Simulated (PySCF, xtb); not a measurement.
AsH₄Si, SMILES [SiH3][AsH], multiplicity 2.

Harmonic wavenumbers (cm⁻¹) from xtb with GFN2-xTB at its own minimum, in rising order: 126, 389, 441, 441, 672, 800, 804, 822, 1863, 2177, 2192, 2216.

### Question
What does r2SCAN-D4/def2-TZVP (PySCF) give at its own minimum? (Estimate from the structure and the level; the computed values follow.)

### Answer
166, 357, 447, 472, 709, 880, 937, 942, 2174, 2200, 2208, 2227. Paired by order, the mean absolute difference is 70 cm⁻¹ and the zero-point energies are 18.5 and 19.6 kcal/mol.
